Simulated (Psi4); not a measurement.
CH4Al, doublet, at a GFN2-xTB geometry (such geometries of metal compounds can be far from the true shape) (the spin is typed, not shown lowest); Psi4 with MP3/pcseg-1.

Psi4 was given this input:
```
memory 2 GB

molecule mol {
0 2
  Al   -0.259385   -0.752144   -0.120187
  C     0.484462    1.072272    0.270955
  H     0.304380    1.375605    1.309859
  H     0.056694    1.857486   -0.362958
  H     1.571076    1.104601    0.120620
  H    -1.466912   -0.993453   -1.130813
}

set basis pcseg-1
set reference uhf

energy('mp3')
print_variables()
```

The log (banner, timings and long lists left out):

```
    Information: MP3 default algorithm changed to DF in August 2020. Use `set mp_type conv` for previous behavior.
    For method 'MP3', SCF Algorithm Type (re)set to DISK_DF.

   => Loading Basis Set <=

    Name: PCSEG-1
    Role: ORBITAL
    Keyword: BASIS

         ---------------------------------------------------------
                                   SCF
               by Justin Turney, Rob Parrish, Andy Simmonett
                          and Daniel G. A. Smith
                              UHF Reference
         ---------------------------------------------------------

  ==> Geometry <==

    Molecular point group: c1
    Full point group: C1

    Geometry (in Angstrom), charge = 0, multiplicity = 2:

       Center              X                  Y                   Z               Mass
    ------------   -----------------  -----------------  -----------------  -----------------
         AL          -0.242734532568    -0.657838888675    -0.118904651869    26.981538530000
         C            0.501112467432     1.166577111325     0.272237348131    12.000000000000
         H            0.321030467432     1.469910111325     1.311141348131     1.007825032230
         H            0.073344467432     1.951791111325    -0.361675651869     1.007825032230
         H            1.587726467432     1.198906111325     0.121902348131     1.007825032230
         H           -1.450261532568    -0.899147888675    -1.129530651869     1.007825032230

  Running in c1 symmetry.

  Rotational constants: A =      3.53136  B =      0.35959  C =      0.34731 [cm^-1]
  Rotational constants: A = 105867.63780  B =  10780.14964  C =  10412.01634 [MHz]
  Nuclear repulsion =   43.742641072574344

  Charge       = 0
  Multiplicity = 2
  Electrons    = 23
  Nalpha       = 12
  Nbeta        = 11

  ==> Algorithm <==

  SCF Algorithm Type is DISK_DF.
  DIIS enabled.
  MOM disabled.
  Fractional occupation disabled.
  Guess Type is SAD.
  Energy threshold   = 1.00e-08
  Density threshold  = 1.00e-08
  Integral threshold = 1.00e-12

  ==> Primary Basis <==

  Basis Set: PCSEG-1
    Blend: PCSEG-1
    Number of shells: 26
    Number of basis functions: 52
    Number of Cartesian functions: 54
    Spherical Harmonics?: true
    Max angular momentum: 2

   => Loading Basis Set <=

    Name: (PCSEG-1 AUX)
    Role: JKFIT
    Keyword: DF_BASIS_SCF

  ==> Integral Setup <==

  ==> DiskDFJK: Density-Fitted J/K Matrices <==

    J tasked:                  Yes
    K tasked:                  Yes
    wK tasked:                  No
    Integrals threads:           1
    Algorithm:                Core
    Integral Cache:           SAVE
    Schwarz Cutoff:          1E-12
    Fitting Condition:       1E-10

   => Auxiliary Basis Set <=

  Basis Set: (PCSEG-1 AUX)
    Blend: DEF2-UNIVERSAL-JKFIT
    Number of shells: 87
    Number of basis functions: 275
    Number of Cartesian functions: 324
    Spherical Harmonics?: true
    Max angular momentum: 4

  Minimum eigenvalue in the overlap matrix is 2.2794715540E-02.
  Reciprocal condition number of the overlap matrix is 4.3582868642E-03.
    Using symmetric orthogonalization.

  ==> Pre-Iterations <==

  SCF Guess: Superposition of Atomic Densities via on-the-fly atomic UHF (no occupation information).

   -------------------------
    Irrep   Nso     Nmo
   -------------------------
     A         52      52
   -------------------------
    Total      52      52
   -------------------------

  ==> Iterations <==

                           Total Energy        Delta E     RMS |[F,P]|

   @DF-UHF iter SAD:  -281.24448238972712   -2.81244e+02   0.00000e+00
   @DF-UHF iter   1:  -281.94469933148901   -7.00217e-01   7.48487e-03 ADIIS/DIIS
   @DF-UHF iter   2:  -282.01804974173638   -7.33504e-02   3.58368e-03 ADIIS/DIIS
   @DF-UHF iter   3:  -282.03732367510293   -1.92739e-02   5.08779e-04 ADIIS/DIIS
   @DF-UHF iter   4:  -282.03829529758241   -9.71622e-04   8.24890e-05 DIIS
   @DF-UHF iter   5:  -282.03832739793455   -3.21004e-05   2.56781e-05 DIIS
   @DF-UHF iter   6:  -282.03833145072991   -4.05280e-06   1.12971e-05 DIIS
   @DF-UHF iter   7:  -282.03833249456449   -1.04383e-06   4.80337e-06 DIIS
   @DF-UHF iter   8:  -282.03833270753802   -2.12974e-07   1.64278e-06 DIIS
   @DF-UHF iter   9:  -282.03833273083495   -2.32969e-08   5.13763e-07 DIIS
   @DF-UHF iter  10:  -282.03833273306077   -2.22582e-09   1.38489e-07 DIIS
   @DF-UHF iter  11:  -282.03833273321652   -1.55751e-10   4.24093e-08 DIIS
   @DF-UHF iter  12:  -282.03833273323181   -1.52909e-11   1.57261e-08 DIIS
   @DF-UHF iter  13:  -282.03833273323426   -2.44427e-12   6.88195e-09 DIIS
  Energy and wave function converged.

  ==> Post-Iterations <==

   @Spin Contamination Metric:   2.553527985E-03
   @S^2 Expected:                7.500000000E-01
   @S^2 Observed:                7.525535280E-01
   @S   Expected:                5.000000000E-01
   @S   Observed:                5.000000000E-01

    Orbital Energies [Eh]
    ---------------------

    Alpha Occupied:

[...]
    Alpha Virtual:

[...]
      52A      3.600270

    Beta Occupied:

[...]
    Beta Virtual:

[...]
    Final Occupation by Irrep:
              A
    DOCC [    11 ]
    SOCC [     1 ]
    NA   [    12 ]
    NB   [    11 ]

  @DF-UHF Final Energy:  -282.03833273323426

   => Energetics <=

    Nuclear Repulsion Energy =             43.7426410725743438
    One-Electron Energy =                -477.1548507423974570
    Two-Electron Energy =                 151.3738769365888857
    Total Energy =                       -282.0383327332342560

  UHF NO Occupations:
  HONO-2 :   10  A 1.9997205
  HONO-1 :   11  A 1.9990513
  HONO-0 :   12  A 1.0000000
  LUNO+0 :   13  A 0.0009487
  LUNO+1 :   14  A 0.0002795
  LUNO+2 :   15  A 0.0000236
  LUNO+3 :   16  A 0.0000149

Computation Completed

Properties will be evaluated at   0.000000,   0.000000,   0.000000 [a0]

Properties computed using the SCF density matrix

 Multipole Moments:

[...]
  DIE_IF_NOT_CONVERGED          => (empty)
[...]
  MBIS_SPHERICAL_POINTS         => (empty)
  MOLDEN_WITH_VIRTUAL           => (empty)
  MOLDEN_WRITE                  => (empty)
  MO_DIIS_NUM_VECS              => (empty)
  MO_MAXITER                    => (empty)
  MO_STEP_MAX                   => (empty)
  MP2_AMP_TYPE                  => (empty)
  MP2_OS_SCALE                  => (empty)
  MP2_SOS_SCALE                 => (empty)
  MP2_SOS_SCALE2                => (empty)
  MP2_SS_SCALE                  => (empty)
  MP2_TYPE                      => (empty)
  MP_TYPE                       => (empty)
  NAT_ORBS                      => FALSE           !
  NUM_FROZEN_DOCC               => (empty)
  NUM_FROZEN_UOCC               => (empty)
  NUM_GPUS                      => (empty)
  OCC_ORBS_PRINT                => (empty)
  OEPROP                        => (empty)
  OO_SCALE                      => (empty)
  OPT_METHOD                    => (empty)
  ORBITAL_OPTIMIZER_PACKAGE     => (empty)
  ORB_OPT                       => FALSE           !
  ORB_RESP_SOLVER               => (empty)
  ORTH_TYPE                     => (empty)
  PARENT_SYMMETRY               => (empty)
  PCG_BETA_TYPE                 => (empty)
  PCG_CONVERGENCE               => (empty)
  PCG_MAXITER                   => (empty)
  PCM                           => (empty)
  PE                            => (empty)
  PPL_TYPE                      => (empty)
  PRINT                         => (empty)
  PRINT_NOONS                   => (empty)
  PROPERTIES                    => (empty)
  PROPERTIES_ORIGIN             => (empty)
  PUREAM                        => (empty)
  QCHF                          => (empty)
  QC_MODULE                     => (empty)
  RAS1                          => (empty)
  RAS2                          => (empty)
  RAS3                          => (empty)
  RAS4                          => (empty)
  READ_SCF_3INDEX               => (empty)
  REGULARIZATION                => (empty)
  REG_PARAM                     => (empty)
  RELATIVISTIC                  => (empty)
  REMP_A                        => (empty)
  RESTRICTED_DOCC               => (empty)
  RESTRICTED_UOCC               => (empty)
  RMS_MOGRAD_CONVERGENCE        => (empty)
  R_CONVERGENCE                 => (empty)
  SCF_TYPE                      => DISK_DF         !
  SCREENING                     => (empty)
  SCS_TYPE                      => (empty)
  SOCC                          => (empty)
  SOS_TYPE                      => (empty)
  TRIPLES_IABC_TYPE             => (empty)
  WFN                           => (empty)
  WFN_TYPE                      => DF-OMP3         !
  WRITER_FILE_LABEL             => (empty)
  ZORA_BASIS_TOLERANCE          => (empty)
  ZORA_NR_DEBUG                 => (empty)
  ZORA_PRUNING_SCHEME           => (empty)
  ZORA_RADIAL_POINTS            => (empty)
  ZORA_SPHERICAL_POINTS         => (empty)

	For this residual convergence, default PCG convergence is:     1.00e-07
	For this energy convergence, default residual convergence is:     3.16e-07

 ==============================================================================
 ==============================================================================
 ==============================================================================

                     DF-MP3
              Program Written by Ugur Bozkaya
              Latest Revision September 9, 2017

 ==============================================================================
 ==============================================================================
 ==============================================================================

	MO spaces...

	 FC   AOCC   BOCC  AVIR   BVIR   FV
	------------------------------------------
	  0    12    11    40     41     0

	Number of basis functions in the DF-CC basis: 166

	Total memory requirement for DF+CC int:      9.85 MB

	Computing DF-MP2 energy ...
	=======================================================================
	Nuclear Repulsion Energy (a.u.)    :    43.74264107257434
	DF-HF Energy (a.u.)                :  -282.03833273323426
	REF Energy (a.u.)                  :  -282.03833273323426
	Alpha-Alpha Contribution (a.u.)    :    -0.02137452577143
	Alpha-Beta Contribution (a.u.)     :    -0.16385248756886
	Beta-Beta Contribution (a.u.)      :    -0.01883731598383
	Scaled_SS Correlation Energy (a.u.):    -0.01340394725175
	Scaled_OS Correlation Energy (a.u.):    -0.19662298508263
	DF-SCS-MP2 Total Energy (a.u.)     :  -282.24835966556867
	DF-SOS-MP2 Total Energy (a.u.)     :  -282.25134096707376
	DF-SCS(N)-MP2 Total Energy (a.u.)  :  -282.10910557472351
	DF-MP2 Correlation Energy (a.u.)   :    -0.20406432932412
	DF-MP2 Total Energy (a.u.)         :  -282.24239706255838
	=======================================================================

	=======================================================================
	================ MP3 FINAL RESULTS ====================================
	=======================================================================
	Nuclear Repulsion Energy (a.u.)    :    43.74264107257434
	SCF Energy (a.u.)                  :  -282.03833273323426
	REF Energy (a.u.)                  :  -282.03833273323426
	Alpha-Alpha Contribution (a.u.)    :    -0.02146252422222
	Alpha-Beta Contribution (a.u.)     :    -0.18671443815268
	Beta-Beta Contribution (a.u.)      :    -0.01850215486214
	3rd Order Energy (a.u.)            :    -0.02261478791291
	DF-MP2.5 Correlation Energy (a.u.) :    -0.21537172328058
	DF-MP2.5 Total Energy (a.u.)       :  -282.25370445651481
	DF-MP3 Correlation Energy (a.u.)   :    -0.22667911723704
	DF-MP3 Total Energy (a.u.)         :  -282.26501185047130
	=======================================================================

  Variable Map:
  ----------------------------------------------------------------------------
[...]
  Array Variable Map:
  ----------------------------------------------------------------------------
[...]
[...]
```
